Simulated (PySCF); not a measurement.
# Spinor energies of Lu³⁺ (lutetium, charge +3)

Start: [Xe] 4f14. Calculated with PySCF 2.14 in x2c-SVPall-2c (7s10p9d2f1g, 105 functions): generalised Hartree-Fock with the X2C-1e Hamiltonian and a Gaussian nucleus; one run each with spin-orbit coupling (SO) switched off, then screened by Boettger's factors.

```tsv
spinor shell	electrons	ε, spin-free (eV)	ε, screened SO (eV)	weight of nominal j (screened SO)	rms radius, screened SO (bohr)
1s1/2	2	-63672.3	-63655.6	1.000	0.0219
2s1/2	2	-10995.6	-10990.5	1.000	0.0885
2p1/2	2	-9676.9	-10472.2	1.000	0.0754
2p3/2	4	-9676.9	-9348.7	1.000	0.0825
3s1/2	2	-2570.6	-2568.9	1.000	0.227
3p1/2	2	-2167.6	-2339.7	1.000	0.218
3p3/2	4	-2167.6	-2095.5	1.000	0.232
3d3/2	4	-1679.6	-1710.3	1.000	0.206
3d5/2	6	-1679.6	-1657.6	1.000	0.210
4s1/2	2	-562.35	-561.89	1.000	0.509
4p1/2	2	-427.67	-467.13	1.000	0.520
4p3/2	4	-427.67	-411.09	1.000	0.552
4d3/2	4	-248.57	-254.68	1.000	0.584
4d5/2	6	-248.57	-244.16	1.000	0.598
5s1/2	2	-99.802	-99.742	1.000	1.26
5p1/2	2	-64.987	-70.317	1.000	1.40
5p3/2	4	-64.987	-62.786	1.000	1.51
4f5/2	6	-48.925	-49.651	1.000	0.790
4f7/2	8	-48.925	-48.100	1.000	0.800
```

```tsv
quantity	spin-free	screened SO
E (hartree)	-14550.39918	-14564.75304
M_J	0	0
⟨J²⟩	0.000	0.000
⟨L²⟩	0.000	0.108
⟨S²⟩	0.000	0.108
```

Breit and QED terms are absent; they matter most for the inner s and p1/2 levels.

Densities and radii are taken from the X2C orbitals without a picture-change correction, which distorts them close to the nucleus.

Without spin-orbit coupling the j labels of p, d and f shells carry no meaning; the spin-free column gives the mean over the occupied spinors of each nl shell.
